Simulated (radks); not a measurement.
Q: These are the eigenvalues of the occupied orbitals of an atom or ion with whole-number occupations (hartree). Calculated with a radial shooting solver on a logarithmic mesh with Libxc functionals: Dirac Kohn-Sham, LDA (Slater exchange, Perdew-Wang correlation), spin-unpolarised, spherical densities, point nucleus.

| orbital | eigenvalue |
|---|---|
| 1s1/2 | -484.0037 |
| 2s1/2 | -83.89501 |
| 2p1/2 | -78.03990 |
| 2p3/2 | -76.48638 |
| 3p1/2 | -26.26193 |
| 3p3/2 | -25.93193 |
| 4s1/2 | -13.56436 |

Which element is it, and in what charge state? The configuration may be excited. Open shells, if any, fill j = l - 1/2 first.

A: Z = 34, selenium, charge +17: Se17+ in [Ne] 3p5 4s2. The list shows which subshells hold electrons but not how many an open one holds; the 1s level, -484 hartree, gives Z - s = 31.1 by -(Z - s)^2/2, which with screening and relativity narrows Z to a few neighbours, and the depths of the outer levels then fix element, charge and occupations together.
